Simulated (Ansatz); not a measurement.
Consider the redistribution: `[NH2][GaH][Br]` + `N[SiH](O)CCl` → `[NH2][GaH][CH2]Cl` + `N[SiH](O)Br`.

Isolated molecules relaxed with PBE0-D4/def2-TZVP in Ansatz; ΔE leaves out vibrations. CBS: MP2 limit from def2 TZ/QZ plus the TZ coupled-cluster correction, frozen cores. Functionals use def2-TZVPP. For Br, Ga outer-core shells are correlated without core-valence functions, which leaves a few kJ/mol of doubt a bond. Scalar relativity is left out up to krypton. Each species was taken in one conformer, which may not be the lowest.

```tsv
level	ΔE (eV)
r2SCAN-D4	0.51
CCSD/CBS(def2)	0.47
```

**Question.** What does CCSD(T)/CBS give? (Best estimate.)

**Answer.** The calculation gave: +0.46 eV. The listed levels differ from it by 0.05, 0.01 eV.

Largest T1 diagnostic among the species: 0.013.

In def2-TZVPP, CCSD(T) changes the Hartree–Fock value by −0.12 eV (the triples alone add −0.01 eV) and MP2 by −0.15 eV. From PBE to PBE0 (25 % exact exchange), in def2-TZVPP and without D4, ΔE moves by +0.04 eV.
